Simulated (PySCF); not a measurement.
InF2, SMILES [F][In][F], multiplicity 2.

Coordinates come from a PBE0-D3(BJ)/def2-TZVP optimisation. The spin state was assumed, not searched. The isomer is the one that the SMILES or the coordinates give; other isomers of the formula were not compared. The def2 effective core potentials stand for the cores of In; spin–orbit coupling is left out.

The numbers are results of TDA-PBE0/def2-SVPD (PySCF 2.14.0), not measurements.

Vertical excitations. The molecule is in vacuum.

Computed lowest excited states:
| state | energy (eV) | λ (nm) | f | main pairs |
|---|---|---|---|---|
| root 1 | 3.81 | 326 | 0.002 | β HOMO→LUMO 97 % |
| root 2 | 3.88 | 320 | 0.000 | β HOMO−1→LUMO 99 % |
| root 3 | 4.08 | 304 | 0.011 | β HOMO−2→LUMO 96 % |
| root 4 | 4.09 | 303 | 0.014 | α HOMO→LUMO 29 %, β HOMO−3→LUMO 70 % |
| root 5 | 4.37 | 284 | 0.123 | α HOMO→LUMO 70 %, β HOMO−3→LUMO 28 % |
| root 6 | 4.75 | 261 | 0.039 | β HOMO−4→LUMO 89 % |
| root 7 | 5.76 | 215 | 0.029 | α HOMO→LUMO+1 56 %, β HOMO−5→LUMO 42 % |
| root 8 | 6.37 | 195 | 0.227 | α HOMO→LUMO+1 40 %, α HOMO−4→LUMO 10 %, β HOMO−5→LUMO 44 % |
| root 9 | 6.45 | 192 | 0.227 | α HOMO→LUMO+2 93 % |
| root 10 | 7.02 | 177 | 0.000 | α HOMO−1→LUMO 99 % |
Unrestricted roots are not spin-pure.
